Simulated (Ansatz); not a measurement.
Geometry optimisation, RKS PBE-D4/def2-SVP (Ansatz).

The input (input.yaml):

```yaml
crystal:
  periodic: [false, false, false]
  atoms:
    - { symbol: In, position_ang: [0.105872, 0.428275, -0.413162] }
    - { symbol: O, position_ang: [-0.162878, 0.123513, 2.732127] }
    - { symbol: H, position_ang: [-1.139027, 0.095284, 2.692584] }
    - { symbol: O, position_ang: [1.878709, -0.149486, -1.160506] }
    - { symbol: H, position_ang: [1.804656, -1.035408, -1.565767] }
    - { symbol: O, position_ang: [-1.803464, -0.191328, -0.612774] }
    - { symbol: H, position_ang: [-1.830788, -1.044036, -1.087974] }
    - { symbol: F, position_ang: [0.163651, 2.081909, 0.597152] }
    - { symbol: H, position_ang: [0.02677, 1.055175, 2.443119] }
basis:
  gaussian: { orbitals: def2-SVP }
hamiltonian:
  xc: pbe
  dispersion: d4
relax:
  f_tol: 0.03
  max_steps: 50
```

Command:

```bash
$ ansatz run input.yaml --threads 2 --pin off --max-ram 3072MiB --backend cpu --events-out ev --progress --plain --runs-dir out
```

Where does it end, and by what steps?

It converged. The force dipped under the threshold on the way, but the program's further checks kept it going. After 25 steps the energy has fallen by 0.502 eV; H7 moved furthest, 0.61 Å. Joined: In1–O2 (3.17 → 2.33 Å).

| step | energy less start (eV) | largest force component (eV/Å) | accepted |
| --- | --- | --- | --- |
| 0 | 0.0000 | 1.037 | yes |
| 1 | -0.1680 | 0.846 | yes |
| 2 | -0.3751 | 1.100 | yes |
| 3 | -0.4499 | 0.393 | yes |
| 4 | -0.4798 | 0.384 | yes |
| 5 | -0.4865 | 0.192 | yes |
| 6 | -0.4899 | 0.312 | yes |
| 7 | -0.4936 | 0.066 | yes |
| 8 | -0.4960 | 0.082 | yes |
| 9 | -0.4946 | 0.443 | no |
| 10 | -0.4974 | 0.030 | yes |
| 11 | -0.4962 | 0.481 | no |
| 12 | -0.4985 | 0.138 | yes |
| 13 | -0.4993 | 0.120 | yes |
| 14 | -0.4987 | 0.126 | no |
| 15 | -0.5000 | 0.045 | yes |
| 16 | -0.5002 | 0.145 | yes |
| 17 | -0.5009 | 0.024 | yes |
| 18 | -0.5010 | 0.121 | yes |
| 19 | -0.5012 | 0.048 | yes |
| 20 | -0.5002 | 0.198 | no |
| 21 | -0.5014 | 0.009 | yes |
| 22 | -0.5013 | 0.186 | no |
| 23 | -0.5015 | 0.041 | yes |
| 24 | -0.5014 | 0.187 | no |
| 25 | -0.5017 | 0.020 | yes |

```xyz
9
Properties=species:S:1:pos:R:3
In 0.101 0.292 -0.124
O -0.009 0.146 2.203
H -0.938 -0.118 2.368
O 1.882 -0.145 -0.955
H 1.861 -1.081 -1.237
O -1.739 -0.553 -0.234
H -2.089 -0.491 -1.144
F 0.024 2.171 0.652
H -0.049 1.144 2.098
```

Whether the end is a true minimum wasn't checked by a vibrational analysis.

The run took 42 s on 2 threads of Arm Neoverse V2 (shared host), peak memory 0.14 GiB.
